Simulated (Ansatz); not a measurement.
Total energies of the cluster H₂Au₂⁻ (the lowest doublet isomer of a short search) from Ansatz at r2SCAN-D4/def2-TZVPD, gas phase (1 Eh = 27.2114 eV = 2625.5 kJ/mol). The reference geometry is relaxed at PBE0-D4/def2-TZVPD.

Cartesian coordinates in Å:
```
Au 0.635 1.762 1.047
Au -0.297 -0.572 -0.290
H -1.387 -1.730 -0.610
H 1.049 0.540 -0.147
```

```csv
state,geometry,energy (Eh)
charge -1 doublet,reference,-272.86498
charge 0 singlet,reference,-272.78363
charge -1 quartet,relaxed at PBE0-D4/def2-TZVPD,-272.76669
```

In the def2 sets Au takes a core potential; there is no spin–orbit coupling.

**Question.** Work out the vertical ionisation energy to the singlet.

**Answer.** E(charge 0 singlet) − E(charge -1 doublet) = -272.78363 − (-272.86498) = 0.08135 Eh = 2.21 eV. For comparison, −ε of the highest occupied level of the spin that leaves is -0.14 eV at this level, 2.35 eV less.

**Question.** Which of the charge -1 states is lowest, and how far above it are the others?

**Answer.** The doublet. quartet: -272.76669 − (-272.86498) = 0.09829 Eh = 258.1 kJ/mol. The quartet differs in its bonds from the reference.

At r2SCAN-D4/def2-TZVPD the highest occupied level of the charge -1 doublet lies above zero (up to 0.14 eV). By energy differences its removal costs 2.21 eV (vertical, to the charge 0 singlet, at r2SCAN-D4/def2-TZVPD); a positive level beside a positive removal energy at the same level points to self-interaction error. At r2SCAN-D4/def2-TZVPD the highest occupied level of the charge -1 quartet lies above zero (up to 0.85 eV). It is a level of α spin, whose loss leaves a triplet; that state wasn't run at this geometry and level. The electron is either unbound and held by the finite basis, or the level is raised by self-interaction error. 

The structure comes from a short search, and lower isomers may exist.
